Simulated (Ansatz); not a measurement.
System: C6H12S (charge 0, singlet). 
Structure (B3LYP-D3(BJ)/def2-TZVP (Ansatz, a program for electronic structure) minimum search):
SMILES: C1CCCCC1S
```xyz
19

C     -2.1505    -0.7092     0.2910
C     -1.8717     0.7591    -0.0308
C     -0.4356     1.1514     0.3292
C      0.5787     0.2318    -0.3504
C      0.3035    -1.2373    -0.0302
C     -1.1338    -1.6258    -0.3896
S      2.3115     0.7146     0.0040
H     -2.0982    -0.8562     1.3756
H     -3.1653    -0.9775    -0.0124
H     -2.0337     0.9312    -1.1007
H     -2.5749     1.4068     0.4982
H     -0.2362     2.1882     0.0550
H     -0.2999     1.0803     1.4140
H      0.5099     0.3735    -1.4340
H      1.0197    -1.8705    -0.5556
H      0.4669    -1.3980     1.0412
H     -1.2618    -1.5633    -1.4760
H     -1.3142    -2.6678    -0.1148
H      2.2600     0.4992     1.3300
```
Charge 0, spin multiplicity 1.

Dipole moments at this geometry, in debye (magnitudes).

```
level                    program  dipole (D)
-----------------------  -------  ----------
PBE/def2-TZVPD            Ansatz        1.99
B3LYP/def2-TZVPD          Ansatz        1.97
r2SCAN0/def2-TZVPD        Ansatz        2.03
HSE06/def2-TZVPD          Ansatz        2.00
wB97X-V/def2-TZVPD        Ansatz        1.98
CCSD(T)/aug-cc-pV(D+d)Z   Ansatz           ?
```

Question: Fill in the missing entries.

Answer: 
- CCSD(T)/aug-cc-pV(D+d)Z, dipole (D): 1.90
